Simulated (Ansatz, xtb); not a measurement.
# Two isomers of C3H5NSeSi

Structure X is `C=C[SiH2][Se]C#N`, a singlet and structure Y is `[SiH3]c1c[se]cn1`, a singlet. Both are isolated molecules in the gas phase, relaxed with B3LYP-D3(BJ)/def2-SVP, each in the lowest conformer that the search found.

Question: Which of the two would you expect CCSD(T)/def2-SVP + ΔMP2/def2-TZVPP electronic energies to favour?

Answer: Structure X; the calculation gives E(Y) − E(X) = +2.4 kcal/mol.

How the difference moves with the method:

```json
{"level": "GFN2-xTB", "geometry": "GFN2-xTB", "E(Y) − E(X) (kcal/mol)": "−22.5", "departure from the last row (kcal/mol)": "−24.9", "job, with rough time for the two": "optimisation, 0.43 s"}
{"level": "HF/STO-3G", "geometry": "GFN2-xTB", "E(Y) − E(X) (kcal/mol)": "+3.9", "departure from the last row (kcal/mol)": "+1.5", "job, with rough time for the two": "single point, 0.46 s"}
{"level": "r2SCAN-D4/def2-SVP", "geometry": "GFN2-xTB", "E(Y) − E(X) (kcal/mol)": "−7.5", "departure from the last row (kcal/mol)": "−9.9", "job, with rough time for the two": "single point, 3.5 s"}
{"level": "B3LYP-D3(BJ)/def2-SVP", "geometry": "B3LYP-D3(BJ)/def2-SVP", "E(Y) − E(X) (kcal/mol)": "−2.6", "departure from the last row (kcal/mol)": "−4.9", "job, with rough time for the two": "optimisation, 50 s"}
{"level": "HF/def2-SVP", "geometry": "B3LYP-D3(BJ)/def2-SVP", "E(Y) − E(X) (kcal/mol)": "+11.3", "departure from the last row (kcal/mol)": "+8.9", "job, with rough time for the two": "part of the CCSD(T) run"}
{"level": "MP2/def2-SVP", "geometry": "B3LYP-D3(BJ)/def2-SVP", "E(Y) − E(X) (kcal/mol)": "−0.1", "departure from the last row (kcal/mol)": "−2.5", "job, with rough time for the two": "part of the CCSD(T) run"}
{"level": "CCSD(T)/def2-SVP", "geometry": "B3LYP-D3(BJ)/def2-SVP", "E(Y) − E(X) (kcal/mol)": "+2.8", "departure from the last row (kcal/mol)": "+0.5", "job, with rough time for the two": "single point"}
{"level": "CCSD(T)/def2-SVP + ΔMP2/def2-TZVPP", "geometry": "B3LYP-D3(BJ)/def2-SVP", "E(Y) − E(X) (kcal/mol)": "+2.4", "departure from the last row (kcal/mol)": "", "job, with rough time for the two": "single point, 53 s"}
```

As drawn, Y has 1 C∷C, 2 C∷Se, 2 C∷N, 1 Si–H in place of 1 C=C, 1 Se–Si, 1 C–Se, 1 C≡N, 1 C–H (∷ is an aromatic bond). Structure X has no ring, Y a 5-membered ring (with an aromatic ring).

GFN2-xTB, r2SCAN-D4/def2-SVP, B3LYP-D3(BJ)/def2-SVP put the two in the other order. MP2/def2-SVP finds them nearly level. The largest departure from CCSD(T)/def2-SVP + ΔMP2/def2-TZVPP is that of GFN2-xTB, 24.9 kcal/mol. The last row adds to CCSD(T) the change of the MP2 difference between the two basis sets, here −0.5 kcal/mol.

With thermal terms from frequencies at re-optimised GFN2-xTB minima (ideal gas, soft modes damped towards free rotors, one conformer each, 298.15 K, 1 atm): the zero-point term adds −0.5 kcal/mol; ΔH is +0.9 and ΔG +3.2 kcal/mol.

The correlated steps freeze 18 core orbitals; the filled d shell of Se is correlated, in a basis made for valence electrons. Programs: Ansatz 0.2.0, xtb 6.7.1; the last row on 4 threads of Arm Neoverse V1 on a shared host.
